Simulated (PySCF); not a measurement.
# Electron correlation in B⁺ (boron, charge +1)

[He] 2s1 3d1, high-spin 3D determinant (an excited configuration). Computed with PySCF 2.14 in x2c-TZVPPall with one added diffuse shell each of s, p, d type (6s4p3d1f, 40 functions), with scalar relativity by spin-free X2C-1e. Frozen: 1s2; 2 electrons correlated.

With two correlated electrons CCSD is exact within the correlated space (frozen core and kept virtual orbitals).

```tsv
level	correlation energy (mhartree)
CCSD	-5.31
```

Diagnostics: T1 = 0.0057, D1 = 0.0112, largest double amplitude 0.082.

The outer electron is Rydberg-like, and this basis confines it to a smaller radius and binds it less than a complete one would.

Cost of the coupled-cluster step: about 0.5 core-seconds, for 2 correlated electrons.
